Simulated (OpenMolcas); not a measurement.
## Cr2+: moving or changing the point charges

Cr2+ among 6 point charges of -1 e arranged as an octahedron (Oh), 2.15 Å from the ion.
```
   2.1500    0.0000    0.0000  -1.00
   0.0000    2.1500    0.0000  -1.00
  -2.1500    0.0000    0.0000  -1.00
   0.0000   -2.1500    0.0000  -1.00
   0.0000    0.0000    2.1500  -1.00
   0.0000    0.0000   -2.1500  -1.00
```

```yaml
Program: OpenMolcas 26.06
Method: CASSCF
Basis: ANO-RCC-VDZP [5s4p2d1f]
Scalar_Hamiltonian: DKH2, point nucleus
Active_space: 4 electrons in 5 orbitals (3d)
State_averaging: 2S+1 = 5 even, 5 roots; 2S+1 = 3 even, 45 roots; 2S+1 = 1 even, 50 roots
Spin-orbit_coupling: RASSI with atomic mean-field integrals over the reference wave functions
```

Runs around this geometry, states (labels of O, the rotations of Oh). Energies in cm-1 above the lowest state or level, χT in cm3 K/mol.

```csv
R (Å),q (e),Ground state,First state of that spin,First gap with spin-orbit (degeneracies),χT at 300 K,First state of another spin
2.15,-0.65,5E,5T2 1791,"18.3 (1, 3)",2.745,3T1 18746
2.01,-1,5E,5T2 3670,"9.8 (1, 3)",2.879,3T1 17325
2.15,-1,5E,5T2 2749,"12.4 (1, 3)",2.835,3T1 18073
2.35,-1,5E,5T2 1856,"17.7 (1, 3)",2.753,3T1 18707
```

Taking the first state of the same spin as R^-n, n = -ln(1856 / 3670) / ln(2.35 / 2.01) = 4.4 between the shortest and longest distance.

Scaling the charges by -0.65 / -1 = 0.65 scales the first state of the same spin by 1791 / 2749 = 0.65; with fixed orbitals a first-order splitting would follow the charge.

An orbital doublet at a regular site is open to a Jahn-Teller distortion, which this geometry leaves out. Without dynamic correlation the repulsion within the d shell is too large (B by tens of per cent), so at a given field states of lower spin stand too high. The ground term spreads over less than 5000 cm-1, several times less than with real ligands, so orbital moments are less quenched and χT lies further from the spin-only value than at real sites. Point charges carry no covalency, so the field is a model and not that of real ligands. No measured value stands beside these numbers.
